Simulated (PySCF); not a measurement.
CaN at PBE0

Computed with PBE0; basis Ca aug-pcseg-1, N aug-pcseg-1; no relativity; PySCF 2.14.

For CaN, the state is ⁴Π (quartet), unpaired electrons σ ↑↑, π ↑, a second solution, started from another occupation and the bond length is 2.108 Å. The harmonic wavenumber is 538 cm⁻¹. The force constant is 1.77 mdyn/Å and the rotational constant Be is 0.3660 cm⁻¹. The anharmonicity ωexe is 2.96 cm⁻¹ and the vibration–rotation constant αe is 0.00272 cm⁻¹. The energy of the minimum from ground-state Ca + N is -1.29 eV, the bond order (Mayer) is 0.49 and the dipole moment (positive dipole means Ca(−)N(+)) is -2.82 D.
